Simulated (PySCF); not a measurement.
Compound: C4H8P2S.
Atom-mapped SMILES: `[CH2:1]=[CH:2][C@@H:3]1[CH2:4][P@:5]1([PH2:6])=[S:7]` (hydrogens: H8, H9 on C1; H10 on C2; H11 on C3; H12, H13 on C4; H14, H15 on P6)

The same species was optimised twice, with GFN2-xTB and with PBE0-D3(BJ)/def2-SVP (PySCF), and the same property calculations (PySCF, gas phase) were run on both structures.

| coordinate | GFN2-xTB | PBE0-D3(BJ)/def2-SVP | change |
| --- | --- | --- | --- |
| C4–P5 (Å) | 1.824 | 1.808 | -0.016 |
| C3–P5 (Å) | 1.859 | 1.844 | -0.015 |
| P5–P6 (Å) | 2.186 | 2.200 | +0.014 |
| P5=S7 (Å) | 1.954 | 1.942 | -0.012 |
| C1=C2 (Å) | 1.324 | 1.335 | +0.011 |
| C2–C3 (Å) | 1.463 | 1.473 | +0.010 |
| C3–C4 (Å) | 1.540 | 1.537 | -0.003 |
| C4–P5–S7 (°) | 122.1 | 124.4 | +2.3 |
| C3–P5–P6 (°) | 106.7 | 105.5 | -1.2 |
| P6–P5–S7 (°) | 124.4 | 123.5 | -0.9 |
| C2–C3–C4 (°) | 119.2 | 119.9 | +0.7 |
| C2–C3–P5 (°) | 117.6 | 118.1 | +0.5 |
| C3–P5–S7 (°) | 124.3 | 124.7 | +0.4 |
| C3–P5–C4 (°) | 49.4 | 49.8 | +0.4 |
| C1–C2–C3 (°) | 123.9 | 124.2 | +0.3 |
| C1–C2–C3–C4 (°) | -150 | -142 | +8 |

Rotational constants: A = 1840, B = 1068, C = 806.4 MHz (GFN2-xTB) against A = 1845, B = 1061, C = 799.9 MHz (PBE0-D3(BJ)/def2-SVP). Point groups within 0.08 Å: C1 and C1.

On the GFN2-xTB structure: lowest singlet, TDDFT (eV) 4.00 [PBE0/def2-SVPD]; lowest triplet, Tamm–Dancoff (eV) 3.58 [PBE0/def2-SVPD]; isotropic polarisability (au) 127.2 [PBE0/def2-SVPD]; HOMO (eV) -6.34 [PBE0/def2-SVPD]; LUMO (eV) -1.14 [PBE0/def2-SVPD]; dipole (D) 3.67 [PBE0/def2-SVPD]; HOMO (eV) -6.31 [PBE0/pcSseg-1]; LUMO (eV) -1.11 [PBE0/pcSseg-1]; dipole (D) 3.50 [PBE0/pcSseg-1]; GIAO shielding of C1 (ppm) 61.9 [PBE0/pcSseg-1]; GIAO shielding of C2 (ppm) 42.8 [PBE0/pcSseg-1]; GIAO shielding of C3 (ppm) 148.7 [PBE0/pcSseg-1]; GIAO shielding of C4 (ppm) 159.4 [PBE0/pcSseg-1]; GIAO shielding of P5 (ppm) 426.6 [PBE0/pcSseg-1]; GIAO shielding of P6 (ppm) 449.6 [PBE0/pcSseg-1]; GIAO shielding of S7 (ppm) 725.1 [PBE0/pcSseg-1].

Question: What do these properties become on the PBE0-D3(BJ)/def2-SVP structure?

Answer: 
```
                                    property           level  on GFN2-xTB  on PBE0-D3(BJ)/def2-SVP  change
                  lowest singlet, TDDFT (eV)  PBE0/def2-SVPD         4.00                     4.12   +0.12
           lowest triplet, Tamm–Dancoff (eV)  PBE0/def2-SVPD         3.58                     3.73   +0.15
               isotropic polarisability (au)  PBE0/def2-SVPD        127.2                    128.1    +0.9
                                   HOMO (eV)  PBE0/def2-SVPD        -6.34                    -6.40   -0.06
                                   LUMO (eV)  PBE0/def2-SVPD        -1.14                    -1.05   +0.09
                                  dipole (D)  PBE0/def2-SVPD         3.67                     3.56   -0.11
energy, GFN2-xTB geometry as zero (kcal/mol)  PBE0/def2-SVPD          0.0                     -1.4    -1.4
                                   HOMO (eV)   PBE0/pcSseg-1        -6.31                    -6.38   -0.07
                                   LUMO (eV)   PBE0/pcSseg-1        -1.11                    -1.02   +0.09
                                  dipole (D)   PBE0/pcSseg-1         3.50                     3.38   -0.12
energy, GFN2-xTB geometry as zero (kcal/mol)   PBE0/pcSseg-1          0.0                     -1.2    -1.2
                  GIAO shielding of C1 (ppm)   PBE0/pcSseg-1         61.9                     58.9    -3.0
                  GIAO shielding of C2 (ppm)   PBE0/pcSseg-1         42.8                     40.9    -1.9
                  GIAO shielding of C3 (ppm)   PBE0/pcSseg-1        148.7                    150.0    +1.3
                  GIAO shielding of C4 (ppm)   PBE0/pcSseg-1        159.4                    159.8    +0.4
                  GIAO shielding of P5 (ppm)   PBE0/pcSseg-1        426.6                    425.0    -1.6
                  GIAO shielding of P6 (ppm)   PBE0/pcSseg-1        449.6                    426.7   -22.9
                  GIAO shielding of S7 (ppm)   PBE0/pcSseg-1        725.1                    741.9   +16.8
```

The heavy atoms differ by 0.039 Å rms after alignment. Among bonds between heavy atoms C3–P5 and C4–P5 change most and about equally (-0.016 to -0.015 Å). Changes are differences of the printed values. Neither structure is proved a minimum here.

The values belong to the conformer `[CH2:1]=[CH:2][C@@H:3]1[CH2:4][P@:5]1([PH2:6])=[S:7]`: C1–C2–C3–C4 -142°, H–P6–P5–C4 -108°, H–P6–P5–C4 158°.
